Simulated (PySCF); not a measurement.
SmH3(H2O) at several levels of theory

Computed with PySCF 2.14.0 (density fitting, no spin-orbit coupling) at the geometry relaxed with PBE0:

```xyz
7
SmH3(H2O) (singlet in the valence; each metal's 4f electrons, 5 of them, lie in its core potential, out of spins and levels)
Sm    0.0526   -0.2572   -0.0442
H     0.4131    1.8226    0.2980
H    -0.8971   -1.3170    1.4414
H     1.4655   -1.2853   -1.1342
O    -1.2807    1.2861   -1.2686
H    -0.6763    1.9026   -0.7146
H    -1.4174    1.6895   -2.1329
```

```tsv
level	basis	state	HOMO (eV)	gap (eV)	charge on Sm1 (e)	population of f-type functions on Sm1 (polarisation alone where 4f lies in the core)	dipole about the centre of mass (D)	largest force component (eV/Å)
PBE0	Sm lcecp-1-SVP with ECP51, H def2-SVP, O def2-SVP	singlet	-6.51	5.26	0.76	0.03	4.04	0.01
r2SCAN	the same	singlet	-5.58	3.89	0.76	0.03	4.00	0.24
PBE0	Sm lcecp-1-TZVP with ECP51, H def2-TZVP, O def2-TZVP	singlet	-6.55	5.27	0.95	0.04	3.89	0.22
```

In the lcecp rows the 4f levels are missing from HOMO and gap, and the state counts the valence alone.

Charges are Mulliken's, which hang on the basis. The relaxation used the grid (50, 194), these runs (75, 302) or, all-electron (x2c bases, spin-free X2C Hamiltonian), (99, 590).

**Question.** What does M06-L with Sm lcecp-1-SVP with ECP51, H def2-SVP, O def2-SVP give here?

**Answer.** state singlet, HOMO (eV) -5.60, gap (eV) 4.33, charge on Sm1 (e) 1.03, population of f-type functions on Sm1 (polarisation alone where 4f lies in the core) 0.03, dipole about the centre of mass (D) 3.98, largest force component (eV/Å) 0.15. Time: 5.6 s on 2 threads of Intel(R) Xeon(R) 6975P-C (Granite Rapids), with other jobs on the host, from an already converged density.

In the first row's basis the gap widens with exact exchange: 3.9 to 4.3 eV for r2SCAN, M06-L (none); 5.3 eV for PBE0 (a fixed share).

An lcecp potential fixes the number of 4f electrons, so in runs with it no electron can move into or out of that shell.
